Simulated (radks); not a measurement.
Species: Eu. Configuration: [Xe] 4f7 6s2 (the NIST ground configuration). Method: scalar-relativistic Kohn-Sham, PBE, spin-unpolarised, spherical densities, point nucleus; computed with a radial shooting solver on a logarithmic mesh with Libxc functionals.

Radial electron density D(r) = 4 pi r^2 rho(r):

r (bohr),D(r) (e/bohr)
0.001087,4.444
0.001266,5.690
0.001485,7.352
0.001729,9.336
0.002013,11.80
0.002362,14.99
0.00275,18.69
0.003227,23.38
0.003757,28.63
0.004373,34.69
0.005132,41.87
0.005975,49.31
0.007011,57.50
0.008162,65.20
0.009502,72.30
0.01115,78.42
0.01298,82.32
0.01523,83.91
0.01774,82.97
0.02065,80.15
0.02423,76.47
0.02821,74.15
0.0331,75.02
0.03853,80.24
0.04486,89.41
0.05264,100.8
0.06129,109.1
0.07192,111.0
0.08372,105.0
0.09747,94.35
0.1144,84.91
0.1332,83.50
0.155,89.74
0.1819,97.15
0.2118,95.32
0.2485,79.92
0.2893,59.02
0.3368,43.55
0.3953,40.09
0.4601,44.80
0.54,47.59
0.6286,42.58
0.7318,32.32
0.8588,21.85
0.9998,15.53
1.173,12.14
1.366,10.00
1.59,7.683
1.866,5.090
2.172,3.050
2.549,1.696
2.968,1.066
3.455,0.7947
4.054,0.6298
4.72,0.4680
5.539,0.2888
6.448,0.1509
7.507,0.06472
8.809,0.02088
10.26,0.005457
12.03,0.0009641
14.01,0.0001328

D(r) has 4 maxima, at r = 0.0155, 0.0691, 0.192, 0.531 bohr, and minima at 0.0296, 0.126, 0.380 bohr, inside which lie 1.94, 11.11, 29.24 electrons.
